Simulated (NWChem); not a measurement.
System: CH5F2NOSi; SMILES N[Si@](O)(F)CF

Here is an NWChem input.

```
start job
memory heap 200 mb stack 900 mb global 1100 mb
geometry units angstroms noautoz
  N      1.667405    -0.518155     0.054360
  Si    -0.021186    -0.407883     0.019134
  O     -0.635386    -0.843534     1.490701
  F     -0.740270    -1.414531    -1.045836
  C     -0.475959     1.311147    -0.607690
  F      0.343517     2.264413    -0.029435
  H      2.162017    -1.178314     0.640711
  H      2.226964     0.291453    -0.183716
  H     -1.503994    -1.256153     1.488805
  H     -0.359087     1.358396    -1.705761
  H     -1.530156     1.558288    -0.388907
end
basis spherical
  * library def2-svp
end
dft
  xc b3lyp
  iterations 150
  mulliken
end
task dft energy
```

Parts of the log:

```
             Northwest Computational Chemistry Package (NWChem) 7.3.0
             --------------------------------------------------------

 C1  symmetry detected

                             Geometry "geometry" -> ""
                             -------------------------

 Output coordinates in angstroms (scale by  1.889725989 to convert to a.u.)

  No.       Tag          Charge          X              Y              Z
 ---- ---------------- ---------- -------------- -------------- --------------
    1 N                    7.0000     1.48281675     0.21792965     0.87276164
    2 Si                  14.0000     0.03665979     0.41251800     0.01514531
    3 O                    8.0000     0.35842109     1.05029138    -1.47557856
    4 F                    9.0000    -1.01539504     1.45834460     0.69632843
    5 C                    6.0000    -0.88077987    -1.23433461     0.04632060
    6 F                    9.0000     0.00200638    -2.27877001    -0.16457974
    7 H                    1.0000     2.28752673     0.81586972     0.73431331
    8 H                    1.0000     1.72931506    -0.69366186     1.23812594
    9 H                    1.0000    -0.32163596     1.61200883    -1.85863705
   10 H                    1.0000    -1.37420263    -1.37591866     1.02516654
   11 H                    1.0000    -1.67614910    -1.27155225    -0.71936774

 Effective nuclear repulsion energy (a.u.)     334.4388956862

                                 NWChem DFT Module
                                 -----------------

 Summary of "ao basis" -> "ao basis" (spherical)
 ------------------------------------------------------------------------------
       Tag                 Description            Shells   Functions and Types
 ---------------- ------------------------------  ------  ---------------------
 N                          def2-svp                 6       14   3s2p1d
 Si                         def2-svp                 8       18   4s3p1d
 O                          def2-svp                 6       14   3s2p1d
 F                          def2-svp                 6       14   3s2p1d
 C                          def2-svp                 6       14   3s2p1d
 H                          def2-svp                 3        5   2s1p

            General Information
            -------------------
          SCF calculation type: DFT
          Wavefunction type:  closed shell.
          No. of atoms     :    11
          No. of electrons :    58
           Alpha electrons :    29
            Beta electrons :    29
          Charge           :     0
          Spin multiplicity:     1
          Use of symmetry is: off; symmetry adaption is: off
          Maximum number of iterations: 150
          AO basis - number of functions:   113
                     number of shells:    53
          Convergence on energy requested:  1.00D-06
          Convergence on density requested:  1.00D-05
          Convergence on gradient requested:  5.00D-04

              XC Information
              --------------
                         B3LYP Method XC Potential
                     Hartree-Fock (Exact) Exchange  0.200
                        Slater Exchange Functional  0.800 local
                    Becke 1988 Exchange Functional  0.720 non-local
              Lee-Yang-Parr Correlation Functional  0.810
                  VWN I RPA Correlation Functional  0.190 local

             Grid Information
             ----------------
          Grid used for XC integration:  medium
          Radial quadrature: Mura-Knowles
          Angular quadrature: Lebedev.
          Tag              B.-S. Rad. Rad. Pts. Rad. Cut. Ang. Pts.
          ---              ---------- --------- --------- ---------
          N                   0.65       49          10.0       434
          Si                  1.10       88           8.0       590
          O                   0.60       49          10.0       434
          F                   0.50       49          11.0       434
          C                   0.70       49          10.0       434
          H                   0.35       45          12.0       434
          Grid pruning is: on
          Number of quadrature shells:   558
          Spatial weights used:  Erf1

      Superposition of Atomic Density Guess
      -------------------------------------

 Sum of atomic energies:        -656.38010810

      Non-variational initial energy
      ------------------------------

 Total energy =    -658.502994
 1-e energy   =   -1573.874521
 2-e energy   =     580.932632
 HOMO         =      -0.349852
 LUMO         =       0.060804

     ---------------------------------------------
      Total Density - Mulliken Population Analysis
     ---------------------------------------------

    Atom       Charge   Shell Charges
 -----------   ------   -------------------------------------------------------
    1 N    7     7.75   1.99  1.02  0.43  2.61  1.69  0.00
    2 Si  14    12.59   2.00  1.99  0.84  0.06  5.93  0.89  0.49  0.38
    3 O    8     8.76   1.99  1.10  0.63  3.09  1.94  0.00
    4 F    9     9.58   1.99  1.15  0.78  3.52  2.14  0.00
    5 C    6     5.91   1.99  0.93  0.28  1.77  0.90  0.05
    6 F    9     9.44   1.99  1.14  0.78  3.45  2.08  0.00
    7 H    1     0.75   0.58  0.12  0.04
    8 H    1     0.74   0.58  0.11  0.05
    9 H    1     0.65   0.52  0.07  0.06
   10 H    1     0.91   0.68  0.21  0.02
   11 H    1     0.92   0.68  0.21  0.02

   convergence    iter        energy       DeltaE   RMS-Dens  Diis-err
 ---------------- ----- ----------------- --------- --------- ---------
 d= 0,ls=0.0,diis     1   -659.9197082559 -9.94D+02  1.42D-02  1.15D+00
 d= 0,ls=0.0,diis     2   -659.8585314445  6.12D-02  7.24D-03  2.01D+00
 d= 0,ls=0.0,diis     3   -660.0408154744 -1.82D-01  9.17D-04  2.87D-02
 d= 0,ls=0.0,diis     4   -660.0429511569 -2.14D-03  3.54D-04  3.40D-03
 d= 0,ls=0.0,diis     5   -660.0432134177 -2.62D-04  1.15D-04  5.63D-04
  Resetting Diis
 d= 0,ls=0.0,diis     6   -660.0432682653 -5.48D-05  1.91D-05  5.64D-06
 d= 0,ls=0.0,diis     7   -660.0432686129 -3.48D-07  1.73D-05  2.17D-06
 d= 0,ls=0.0,diis     8   -660.0432683562  2.57D-07  1.05D-05  5.15D-06
 d= 0,ls=0.0,diis     9   -660.0432688001 -4.44D-07  8.05D-07  1.60D-08

         Total DFT energy =     -660.043268800136
      One electron energy =    -1578.765690924745
           Coulomb energy =      649.125173888364
    Exchange-Corr. energy =      -64.841647449905
 Nuclear repulsion energy =      334.438895686150

 Numeric. integr. density =       57.999999098279

                       DFT Final Molecular Orbital Analysis
                       ------------------------------------

 Vector   27  Occ=2.000000D+00  E=-3.386890D-01
              MO Center= -1.6D-01, -1.5D-01, -7.1D-01, r^2= 3.8D+00
   Bfn.  Coefficient  Atom+Function         Bfn.  Coefficient  Atom+Function
  ----- ------------  ---------------      ----- ------------  ---------------
    37      0.335875   3 O  py               80     -0.281047   6 F  pz
    38      0.264665   3 O  pz               40      0.249948   3 O  py
   109      0.205390  11 H  s                83      0.201774   6 F  pz
    41      0.192588   3 O  pz               66     -0.180105   5 C  pz
    78     -0.156472   6 F  px              104     -0.131125  10 H  s

 Vector   28  Occ=2.000000D+00  E=-2.996653D-01
              MO Center= -2.4D-01, -7.2D-01, -2.0D-01, r^2= 3.2D+00
   Bfn.  Coefficient  Atom+Function         Bfn.  Coefficient  Atom+Function
  ----- ------------  ---------------      ----- ------------  ---------------
    79      0.275179   6 F  py               65      0.267552   5 C  py
    78      0.247458   6 F  px               63      0.240701   5 C  s
    37      0.230711   3 O  py               64      0.220727   5 C  px
    82     -0.207358   6 F  py               17      0.190823   2 Si s
    81     -0.178198   6 F  px               23     -0.172957   2 Si py

 Vector   29  Occ=2.000000D+00  E=-2.749227D-01
              MO Center=  1.3D+00,  2.5D-01,  8.1D-01, r^2= 1.4D+00
   Bfn.  Coefficient  Atom+Function         Bfn.  Coefficient  Atom+Function
  ----- ------------  ---------------      ----- ------------  ---------------
     6      0.492890   1 N  pz                9     -0.404984   1 N  pz
     5      0.217203   1 N  py                8     -0.173818   1 N  py
     4     -0.138542   1 N  px                7      0.118243   1 N  px
    27     -0.090022   2 Si pz               35     -0.086746   3 O  s
    50     -0.080114   4 F  px               36     -0.074423   3 O  px

 Vector   30  Occ=0.000000D+00  E= 3.311028D-02
              MO Center=  1.8D-01,  5.0D-01, -4.5D-01, r^2= 7.1D+00
   Bfn.  Coefficient  Atom+Function         Bfn.  Coefficient  Atom+Function
  ----- ------------  ---------------      ----- ------------  ---------------
    63      0.899519   5 C  s                 3      0.839901   1 N  s
    18     -0.757392   2 Si s               100     -0.712492   9 H  s
    35      0.621935   3 O  s               105     -0.513739  10 H  s
   110     -0.461754  11 H  s                95     -0.454867   8 H  s
    90     -0.451581   7 H  s                68      0.209638   5 C  py

 Vector   31  Occ=0.000000D+00  E= 5.591103D-02
              MO Center= -1.1D-01,  2.5D-02, -2.4D-01, r^2= 5.6D+00
   Bfn.  Coefficient  Atom+Function         Bfn.  Coefficient  Atom+Function
  ----- ------------  ---------------      ----- ------------  ---------------
     3      0.662426   1 N  s               100      0.502686   9 H  s
    90     -0.462298   7 H  s                35     -0.404563   3 O  s
    77      0.403121   6 F  s                68      0.349729   5 C  py
    67     -0.343736   5 C  px               25     -0.341746   2 Si px
    95     -0.324165   8 H  s                18      0.297835   2 Si s

[...]
```

Level: B3LYP/def2-SVP. The geometry was optimised at PBE0/def2-SVP.
